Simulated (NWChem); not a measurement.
# Si$_{2}$H$_{6}$S; SMILES S([SiH3])[SiH3]

Results from NWChem. Medium grid unless said otherwise, to which SCAN and Minnesota functionals are sensitive. Geometry: optimised at PBE0/def2-SVP. Hybrids' shares of exact exchange are those that their runs print; pure functionals count as 0. The functionals differ in more than this share.

```csv
row,share of exact exchange,highest occupied level (eV)
PBE/def2-SVP,0.00,-6.22
M06-L/def2-SVP,0.00,-6.55
B3LYP/def2-SVP,0.20,-7.15
MPW1K/def2-SVP,0.43,withheld
M06-2X/def2-SVP,0.54,-8.56
```

### Question
Fit a straight line of the last column on the one before it, predict the withheld value, and compare with the run.

### Answer

1. Means of the 4 shown rows: x = 0.185, y = -7.120. Slope Σ(x − x̄)(y − ȳ)/Σ(x − x̄)² = -0.7836/0.1947 = -4.025; intercept -6.375.
2. The shown rows scatter about the line by 0.118 (root mean square); the largest residual is -0.17, at M06-L/def2-SVP.
3. At x = 0.43 (MPW1K/def2-SVP; inside the shown range) the line gives -8.11.
4. The run gives -8.37, -0.26 from the line, 2.2 times the scatter.
